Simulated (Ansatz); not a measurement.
Basis sets compared for ZrF2Cl2 (ZrCl2F2). Charge 0, multiplicity 1. Geometry r2SCAN-D4/def2-SVP. Ansatz on 4 threads of Arm Neoverse V1 on a shared host; times are rough, and most runs start from earlier orbitals.

```xyz
5

Zr    0.018    0.054   -0.070
F     0.758   -0.482   -1.724
F    -0.291    1.917   -0.134
Cl    1.528   -0.428    1.654
Cl   -2.014   -1.062    0.273
```

In the def2 sets Zr takes a core potential; there is no spin–orbit coupling.

Binding counts from free atoms (Zr triplet, F doublet, Cl doublet) in the same basis, without a counterpoise term.

```csv
level,functions,energy (Eh),HOMO (eV),LUMO (eV),binding per atom (eV),wall time
PBE-D4/def2-SVP,95,-1166.4892,-8.27,-2.92,–,0.85 s
PBE-D4/def2-TZVP,176,-1167.0589,-8.39,-3.08,–,1.4 s
r2SCAN-D4/def2-TZVP,176,-1167.4893,-8.79,-2.97,–,3.4 s
PBE0-D4/def2-SVP,95,-1166.5291,-9.76,-2.21,4.81,1.2 s
PBE0-D4/def2-TZVP,176,-1167.0956,-9.82,-2.31,4.71,1.9 s
```

Task: Estimate the rows for PBE-D4/def2-TZVPD, r2SCAN-D4/def2-TZVPD, PBE0-D4/def2-TZVPD.

Result: 
```csv
level,functions,energy (Eh),HOMO (eV),LUMO (eV),binding per atom (eV),wall time
PBE-D4/def2-TZVPD,212,-1167.0618,-8.41,-3.12,–,2.1 s
r2SCAN-D4/def2-TZVPD,212,-1167.4924,-8.77,-2.96,–,4.4 s
PBE0-D4/def2-TZVPD,212,-1167.0986,-9.81,-2.33,4.71,3.1 s
```
